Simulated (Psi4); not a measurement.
C$_{8}$H$_{12}$Sn (SMILES C=[CH][Sn]([CH]=C)([CH]=C)[CH]=C), singlet, geometry from GFN2-xTB (such geometries of metal compounds can be far from the true shape) (all electrons, no relativity). Base run: M06-2X/3-21G run with Psi4.

Here is a job for Psi4.
```
memory 2 GB

molecule {
0 1
  C    -2.34956217    1.98384491   -0.10175669
  C    -1.31431038    1.62809920    0.63354554
  Sn    0.11122402    0.07558467    0.09454479
  C    -0.30611682   -1.70543337    1.27356854
  C    -1.40849447   -1.90148357    1.97024161
  C    -0.05378305   -0.38416470   -2.02350741
  C    -0.48326960   -1.52892442   -2.51764415
  C     2.12594803    0.77630803    0.52546259
  C     3.14597075    0.69349121   -0.30643983
  H    -2.56400531    1.52412988   -1.05263064
  H    -3.03546011    2.75783006    0.21275599
  H    -1.14440948    2.12330475    1.58003164
  H     0.45915531   -2.46966498    1.26446482
  H    -2.19855318   -1.16972481    2.01274545
  H    -1.57413943   -2.80792449    2.53531719
  H     0.23777051    0.40764976   -2.70055144
  H    -0.78748174   -2.34847672   -1.88748130
  H    -0.55216069   -1.70204623   -3.58252119
  H     2.27726639    1.21717371    1.50148224
  H     4.12960787    1.05481756   -0.04166517
  H     3.05291553    0.26327375   -1.29000798
}

set basis 3-21g
set scf_type pk

energy('m06-2x')
print_variables()
```

Each row names what was changed in the base input (with any setting that the change needs).

| change | ΔE vs base (mEh) | point group used | SCF cycles |
|---|---|---|---|
| base | 0.000 | c1 | 9 |
| molecule keys = symmetry c1 | 0.000 | c1 | 9 |
| molecule keys = symmetry c1, no_reorient, no_com | 0.000 | c1 | 9 |
| jitter_ang = 0.002 | -0.039 | c1 | 9 |
| molecule keys = no_reorient | 0.000 | c1 | 9 |
